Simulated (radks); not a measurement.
Problem. The mean radii <r> (bohr) of the occupied orbitals of an atom or ion are listed with their occupations. All-electron calculation, scalar-relativistic Kohn-Sham, LDA (Slater exchange, VWN5 correlation), spin-polarised, spherical densities, finite nucleus; Fermi nuclear charge, rms radius of each element as measured or else 0.836 A^(1/3) + 0.57 fm. Program: a radial shooting solver on a logarithmic mesh with Libxc functionals.

orbital  occ.      <r>
1s up       1  0.02411
1s down     1  0.02411
2s up       1   0.1030
2s down     1   0.1030
2p up       3  0.09042
2p down     3  0.09042
3s up       1   0.2693
3s down     1   0.2691
3p up       3   0.2663
3p down     3   0.2662
3d up       5   0.2419
3d down     5   0.2417
4s up       1   0.5569
4s down     1   0.5568
4p up       2   0.5706

Name the element and its charge. Open shells, if any, are filled with parallel spins first.

Solution. Z = 59, praseodymium, charge +27: Pr27+ in [Ar] 3d10 4s2 4p2. The 1s radius gives Z: for a bare nucleus <r> = (2 gamma + 1)/(2Z) with gamma = sqrt(1 - (Z/c)^2), 0.02377 bohr for Z = 59, and screening makes it slightly larger (0.02411 here). The occupations add up to 32, and the charge is Z minus that.
